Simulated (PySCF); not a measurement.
**Zinc: a sound run and one with changed settings**

Sound run: Zn [Ar] 3d10 4s2, Zn⁺ [Ar] 3d10 4s1. All numbers are calculated (PySCF 2.14, the spin-free X2C one-electron Hamiltonian (Gaussian nucleus), in aug-cc-pVDZ-DK). The sound run starts from symmetry-adapted Hartree-Fock orbitals and uses a fine grid where one is needed.

A second run was set up differently.

| species | method | sound run (hartree) | changed run (hartree) | converged |
| --- | --- | --- | --- | --- |
| Zn | UHF | -1794.26649 | -1794.26649 | yes |
| Zn | LDA | -1792.92238 | -1792.92226 | yes |
| Zn | M06-L | -1795.84725 | -1795.87061 | yes |
| Zn⁺ | UHF | -1793.98041 | -1793.98041 | yes |
| Zn⁺ | LDA | -1792.55664 | -1792.55653 | yes |
| Zn⁺ | M06-L | -1795.49849 | -1795.52271 | yes |

Ionisation energy of Zn:

```
method  sound run (eV)  changed run (eV)
   UHF           7.785             7.785
   LDA           9.952             9.952
 M06-L           9.490             9.467
```

What was changed?
A. all electrons correlated in a valence basis
B. basis contracted for another Hamiltonian
C. radial grid too coarse
D. too few SCF iterations

C. It used radial step 0.3 in ln r (0.13 in the sound run). A coarse radial grid mis-integrates the density and the exchange-correlation energy, with errors of either sign; Hartree-Fock needs no grid.
